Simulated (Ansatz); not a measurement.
The cluster GeSe₂⁺. Total charge 1; doublet. Geometry PBE0-D4/def2-TZVP, basis def2-TZVP, Ansatz.

Cartesian coordinates in Å:
```
Ge -0.4610 1.1788 -0.6650
Se 1.0452 -0.7165 -0.4583
Se -0.5842 -0.4622 1.1232
```

```
run  HOMO (eV)  LUMO (eV)
  A     -11.50     -10.53
  B     -12.32     -10.11
  C     -12.37      -9.92
  D     -11.89     -10.45
  E     -12.70      -9.69
  F     -15.61      -6.05
```

B3LYP takes the VWN-RPA correlation. The structure comes from a short search, and lower isomers may exist.

HOMO and LUMO are taken over both spins.

Q: The runs used B3LYP, HF, PBE, PBE0, r2SCAN, r2SCANh. Estimate which is which.

A: A PBE (0 % exact exchange); B r2SCANh (10 % exact exchange); C B3LYP (20 % exact exchange); D r2SCAN (0 % exact exchange); E PBE0 (25 % exact exchange); F HF (100 % exact exchange). Exact exchange lowers occupied and raises empty levels; among semilocal functionals meta-GGAs tend to open the gap a little, and such runs are hard to tell apart. The gap grows from 0.96 eV (PBE) to 9.56 eV (HF).
